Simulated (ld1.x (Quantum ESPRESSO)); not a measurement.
**u(r) = r·R(r): atom against pseudo-atom (B)**

Columns: radius, all-electron u(r) and pseudo u(r) of the 2s shell (level -9.51 eV) of boron in the configuration [He] 2s1.75 2p1.25; LDA (PZ), scalar-relativistic, ultrasoft scheme, ld1.x (Quantum ESPRESSO) 7.5.

| r (bohr) | all-electron | pseudo |
| --- | --- | --- |
| 0.118 | 0.2896 | -0.0828 |
| 0.235 | 0.2836 | -0.1644 |
| 0.353 | 0.1562 | -0.2453 |
| 0.470 | -0.0091 | -0.3234 |
| 0.588 | -0.1761 | -0.3989 |
| 0.705 | -0.3243 | -0.4696 |
| 0.822 | -0.4486 | -0.5345 |
| 0.940 | -0.5483 | -0.5929 |
| 1.058 | -0.6233 | -0.6426 |
| 1.175 | -0.6758 | -0.6820 |
| 1.292 | -0.7095 | -0.7105 |
| 1.410 | -0.7273 | -0.7273 |
| 1.528 | -0.7320 | -0.7320 |
| 1.645 | -0.7262 | -0.7262 |
| 1.763 | -0.7120 | -0.7120 |
| 1.880 | -0.6918 | -0.6918 |
| 1.998 | -0.6668 | -0.6668 |
| 2.115 | -0.6387 | -0.6387 |
| 2.232 | -0.6084 | -0.6084 |
| 2.350 | -0.5767 | -0.5767 |
| 2.468 | -0.5443 | -0.5443 |
| 2.585 | -0.5122 | -0.5122 |
| 2.702 | -0.4806 | -0.4806 |
| 2.820 | -0.4494 | -0.4494 |
| 2.938 | -0.4192 | -0.4192 |
| 3.055 | -0.3904 | -0.3904 |

Task: How many radial nodes do the two functions have?

Result: The all-electron 2s function has n − l − 1 = 1; the pseudo-wave has 0, since the states of the same l below it are removed with the core.

Task: At about which radius was the pseudo-wave matched?

Result: 1.45 bohr, where the columns begin to agree (steps of 0.12 bohr).

Task: Is the pseudo-wave norm-conserving?

Result: No, it belongs to an ultrasoft set: the norm inside the radius is not constrained, and the difference is carried by the augmentation charge.
